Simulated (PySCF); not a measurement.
**[Sm(H2O)4]3+ at several levels of theory**

Computed with PySCF 2.14.0 (density fitting, no spin-orbit coupling) at the geometry relaxed with PBE0:

```xyz
13
[Sm(H2O)4]3+ (singlet in the valence; each metal's 4f electrons, 5 of them, lie in its core potential, out of spins and levels)
Sm    0.0000    0.0000    0.0000
O     1.3971    1.3559    1.2935
H     2.1951    1.0958    1.8063
H     1.3365    2.3255    1.4477
O    -1.3971   -1.2935    1.3559
H    -1.3365   -1.4477    2.3255
H    -2.1951   -1.8063    1.0958
O     1.3971   -1.3559   -1.2935
H     1.3365   -2.3255   -1.4477
H     2.1951   -1.0958   -1.8063
O    -1.3971    1.2935   -1.3559
H    -2.1951    1.8063   -1.0958
H    -1.3365    1.4477   -2.3255
```

| level | basis | state | HOMO (eV) | gap (eV) | charge on Sm1 (e) | population of f-type functions on Sm1 (polarisation alone where 4f lies in the core) | dipole about the centre of mass (D) | largest force component (eV/Å) |
| --- | --- | --- | --- | --- | --- | --- | --- | --- |
| PBE0 | Sm lcecp-1-SVP with ECP51, O def2-SVP, H def2-SVP | singlet | -24.13 | 8.89 | 1.79 | 0.06 | 0.00 | 0.01 |
| CAM-B3LYP | the same | singlet | -25.63 | 11.57 | 1.77 | 0.06 | 0.00 | 0.12 |
| PBE0 | Sm lcecp-1-TZVP with ECP51, O def2-TZVP, H def2-TZVP | singlet | -24.14 | 8.98 | 2.11 | 0.08 | 0.00 | 0.25 |

In the lcecp rows the 4f levels are missing from HOMO and gap, and the state counts the valence alone.

Charges are Mulliken's, which hang on the basis. The relaxation used the grid (50, 194), these runs (75, 302) or, all-electron (x2c bases, spin-free X2C Hamiltonian), (99, 590).

What does revPBE with Sm lcecp-1-SVP with ECP51, O def2-SVP, H def2-SVP give here?

state singlet, HOMO (eV) -22.19, gap (eV) 6.15, charge on Sm1 (e) 1.65, population of f-type functions on Sm1 (polarisation alone where 4f lies in the core) 0.06, dipole about the centre of mass (D) 0.00, largest force component (eV/Å) 0.45. Time: 11 s on 2 threads of Intel(R) Xeon(R) Platinum 8488C (Sapphire Rapids), on a shared host, from an already converged density.

In the first row's basis the gap widens with exact exchange: 6.2 eV for revPBE (none); 8.9 eV for PBE0 (a fixed share); 11.6 eV for CAM-B3LYP (rising or full at long range).

No frequency check is given that shows the relaxed geometry to be a minimum, and it was reached by following one of several unstable modes of a saddle point. An lcecp potential fixes the number of 4f electrons, so in runs with it no electron can move into or out of that shell.
